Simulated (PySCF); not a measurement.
# Working out the ionisation energy of N(2+)

N(2+) [He] 2s2 2p1 (2P) → N(3+) [He] 2s2 (1S). Computed with PySCF 2.14 in dyall-av3z (15s9p3d2f, 71 functions), with the non-relativistic Hamiltonian (point nucleus). Frozen: 1s2; the 14 highest virtual orbitals dropped. Energies in hartree (1 hartree = 27.21139 eV):

```tsv
part	N(2+) (lower)	N(3+) (upper)
UHF	-52.820363	-51.082165
MP2 opposite-spin	-0.055354	-0.052315
MP2 same-spin	-0.003919	0.000000
```

What does Hartree-Fock give?

(-51.082165) − (-52.820363) = 1.738198 hartree = 47.299 eV.

What do MP2 and SCS-MP2 (6/5 opposite-spin, 1/3 same-spin) give?

The opposite-spin parts differ by 0.083 eV and the same-spin parts by 0.107 eV. MP2: 47.299 + (0.083) + (0.107) = 47.489 eV. SCS-MP2: 47.299 + 1.2 × (0.083) + (0.107)/3 = 47.434 eV.

A first-order spin-orbit estimate adds 0.014 eV to MP2 (valence), giving 47.503 eV against 47.445 eV (semi-empirical (NIST evaluation); NIST Atomic Spectra Database, ionization energies).

What remains against the reference includes basis incompleteness, the frozen core and correlation beyond second order.
